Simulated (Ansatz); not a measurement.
This geometry of H$_{3}$InS$_{2}$ (6 atoms, charge 0, multiplicity 1) is a first-order saddle point.

The calculation used Ansatz, RKS PBE/def2-SVP.

```xyz
6
Properties=species:S:1:pos:R:3
S -2.019 0.162 -0.197
In 0.390 0.300 -0.669
S 1.798 0.160 1.302
H -1.979 -1.196 -0.325
H 1.093 0.507 -2.239
H 0.717 0.067 2.128
```

(1) Which two structures does it join? (They come from a converged band through this point; their orientation in space is the band's.)

(2) How far does it lie above each of them?

Results:

(1) No bond is made or broken. The dihedral H4–S1–In2–S3 goes from -180 to 0°.

Image 0:

```xyz
6
Properties=species:S:1:pos:R:3
S -1.859 -0.492 0.168
In 0.391 0.123 -0.512
S 1.917 0.448 1.344
H -2.302 -0.561 -1.119
H 0.891 0.320 -2.155
H 0.963 0.162 2.275
```

Image 8:

```xyz
6
Properties=species:S:1:pos:R:3
S -1.888 -0.472 -0.761
In 0.458 0.151 -0.835
S 1.590 0.375 1.302
H -1.920 -0.517 0.601
H 1.280 0.425 -2.328
H 0.481 0.039 2.021
```

(2) 3.7 kcal/mol above the first and 3.7 kcal/mol above the second. This is the barrier of this one path; another mechanism may lie lower.

Time of the run: 81 s on 1 CPU thread of a shared host.
